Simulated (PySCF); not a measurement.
Species: AsH5Si.
Atom-mapped SMILES: `[SiH3:1][AsH2:2]` (hydrogens: H3, H4, H5 on Si1; H6, H7 on As2)

Method used: TDDFT B3LYP/def2-SVPD, vertical, gas phase, core orbitals frozen in the response (PySCF 2.14.0, density-fitted response routines). Isolated species at its PBE0-D3(BJ)/def2-SVP geometry, gas phase. The B3LYP/def2-SVPD calculation is non-relativistic and has no spin–orbit coupling, an omission that weighs most on arsenic.

**Question.** What does the calculation give for the low-lying excited states?

**Answer.** 

```csv
state,E (eV),ν̃ (cm⁻¹),f,symmetry,"main configurations (H = HOMO, L = LUMO)"
S1,6.21,50100,0.041,A′,"H→L+1 (72%), H→L (28%)"
S2,6.40,51650,0.014,A″,H→L+2 (95%)
S3,6.51,52510,0.254,A′,"H→L (65%), H→L+1 (25%)"
S4,7.18,57930,0.0065,A″,H→L+4 (91%)
S5,7.19,57990,0.011,A′,H→L+3 (85%)
S6,7.55,60870,0.0094,A′,"H-1→L (57%), H-1→L+1 (38%)"
S7,7.69,62040,0.214,A′,"H-1→L+1 (44%), H→L+5 (32%), H-1→L (17%)"
S8,7.88,63580,0.041,A″,"H-1→L+2 (71%), H-2→L (17%)"
S9,7.96,64210,0.138,A′,"H→L+5 (60%), H-1→L (13%), H-1→L+1 (11%)"
S10,8.19,66050,0.0064,A″,"H-2→L (51%), H-2→L+1 (26%), H-1→L+4 (10%)"
```

Triplets (Tamm–Dancoff): T1 5.40 eV, H→L (87%); T2 5.63 eV, H→L+2 (95%); T3 5.87 eV, H→L+1 (92%); T4 6.84 eV, H→L+4 (74%), H-1→L+2 (16%).

The lowest singlet lies at 6.21 eV (200 nm, ultraviolet) and is of moderate strength; its leading configuration is HOMO→LUMO+1 (72%). The strongest level in the table is S3 at 6.51 eV (190 nm, f = 0.254). S4/S5 lie within about 0.01 eV of each other. Löwdin shares by element: HOMO arsenic 64%, silicon 17%, hydrogen 13% or more; LUMO arsenic 35%, silicon 33%, hydrogen 16% or more (atoms not listed hold the other 16%). Of the 10 states listed, 7 reach f = 0.01 and none stays under 0.0005. Weighted by f, the mean energy of these states is 7.23 eV. Orbital energies (eV): HOMO-3 -9.89, HOMO-2 -9.42, HOMO-1 -8.70, HOMO -7.35, LUMO -0.28, LUMO+1 -0.17, LUMO+2 0.07. All these states lie below the vertical ionisation energy of 9.77 eV (ΔSCF). Symmetry labels in Cs follow from the direction of the transition dipole and are given only for states with f of 0.002 or more. Singlets were solved by full linear response, triplets in the Tamm–Dancoff approximation.
